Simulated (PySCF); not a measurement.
# Finite-field polarisability of S (sulfur, neutral)

[Ne] 3s2 3p4, high-spin 3P determinant. All numbers are calculated (PySCF 2.14, scalar relativity by spin-free X2C-1e, in x2c-TZVPPall with one added diffuse shell each of s, p, d type (6s6p4d1f, 51 functions)). Frozen: [Ne]. Energy changes in a uniform field (μhartree):

```
axis  F (au)        HF       MP2      CCSD   CCSD(T)
   x  0.0033   -97.063   -97.397   -96.754   -97.047
   x  0.0066  -388.353  -389.708  -387.135  -388.314
   y  0.0031  -103.094  -104.816  -104.323  -105.013
   y  0.0062  -412.630  -419.562  -417.594  -420.366
```

By symmetry the remaining axis equals x.

Question: Derive α along x at CCSD(T) from the two fields.

Answer: With ΔE = −αF²/2 − γF⁴/24, α = −(16 ΔE(F) − ΔE(2F))/(6F²) = 17.82 bohr³.

Question: And the mean polarisability at each level?

Answer: The components xx, yy, zz at CCSD(T) are 17.82, 21.85, 17.82, the third axis being equal by symmetry to one of the two computed. Means: HF 19.03, MP2 19.19, CCSD 19.08, CCSD(T) 19.16 bohr³. Reference: 19.4 ± 0.1 bohr³ (recommended; Schwerdtfeger and Nagle, table of static dipole polarizabilities (2023 update)).
